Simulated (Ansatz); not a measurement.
BAs2, relaxed as a quartet with UKS PBE-D4/def2-TZVP in Ansatz, starting from the PBE-D4/def2-TZVP geometry of the neutral doublet. Force threshold 0.02 eV/Å.

The relaxation made no stability test and no search for a lower SCF solution. At PBE-D4/def2-TZVP a doublet of charge 0 lies 0.76 eV below the quartet, each at its own geometry. The structure comes from a short search, and lower isomers may exist.

Start:

```csv
atom,x (Å),y (Å),z (Å)
B1,-0.720,-0.051,-0.227
As2,0.045,-0.782,1.290
As3,0.675,0.833,-1.063
```

```csv
step,energy (eV),largest force component (eV/Å),SCF passes
1,-122335.4905,3.029,27
2,-122336.4513,0.990,29
3,-122336.8549,1.264,29
4,-122337.1140,0.503,25
5,-122337.2268,0.233,26
6,-122337.2404,0.171,28
7,-122337.2433,0.020,23
8,-122337.2433,0.000,16
```

Force components are those of the run's own axes.

End:

```xyz
3

B     0.000    0.000    0.000
As   -0.412   -1.057    1.541
As    0.412    1.057   -1.541
```

By distances, no bond broke or formed. The bond that changes most is B1–As2, from 1.85 to 1.91 Å (atoms count from 1).

No frequencies were taken in this run, so the end may be a saddle point.

Hardware: 4 threads of Arm Neoverse V1 on a shared host. Wall time 11 s.
